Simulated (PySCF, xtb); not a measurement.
C2H6ClGe, SMILES [CH3][Ge]([CH3])[Cl] (connectivity only; charge and spin as stated), charge +1, multiplicity 1.

Harmonic wavenumbers (cm⁻¹) from GFN2-xTB (xtb 6.7.1) at its own minimum, in rising order: 34, 57, 130, 133, 144, 397, 502, 564, 697, 746, 748, 801, 1237, 1253, 1348, 1354, 1359, 1364, 2956, 2961, 2965, 2968, 2976, 2982.

Q: What does PBE-D3(BJ)/def2-SVP run with PySCF give at its own minimum? (The exact figures need the calculation; the answer reports its results.)

A: 19, 41, 148, 161, 165, 453, 575, 640, 678, 764, 781, 834, 1194, 1202, 1341, 1341, 1346, 1351, 2968, 2971, 3076, 3077, 3121, 3122. Paired by order, the mean absolute difference is 45 cm⁻¹ and the zero-point energies are 43.9 and 44.8 kcal/mol.
